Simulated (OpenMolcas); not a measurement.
Os4+ (d4) among equal point charges was computed by CASSCF with the d shell active (OpenMolcas, ANO-RCC-VTZP on the metal). Its lowest spin-free states, and all those of the highest spin:

```
2S+1  Degeneracy  E (cm-1)
   5           3       0.0
   5           2      5044
   3           3     14598
   3           3     16927
   3           3     18761
   1           1     18990
   3           3     20754
   3           2     21112
   3           3     21533
   1           3     22867
   3           3     24398
   3           1     24602
```

Is the site octahedral, tetrahedral or cube-like, axial, or of lower symmetry?

The states with 2S+1 = 5 have orbital degeneracies 3, 2. Threefold states need a cubic site. For d4 at this spin an octahedron puts the twofold E below the threefold T2 and a tetrahedron or cube puts the threefold T2 below the twofold E, so the site is a tetrahedron or a cube, which this pattern cannot tell apart. The first gap at this spin, 5040 cm-1, is |10Dq| in ligand-field theory. The run had Os4+ among 8 point charges of -1.2 e arranged as a cube (Oh), 2.07 Å from the ion.

Spin-orbit coupling mixes the spin-free states strongly: the lowest level takes only 54 % from its leading state, 5T2. Without dynamic correlation the repulsion within the d shell is too large (B by tens of per cent), so at a given field states of lower spin stand too high. Point charges give a weaker field than real ligands, and real ions of this kind are as a rule low spin; the high spin found here belongs to the model. This is an electrostatic model: the charges have no orbitals. No measured value stands beside these numbers.
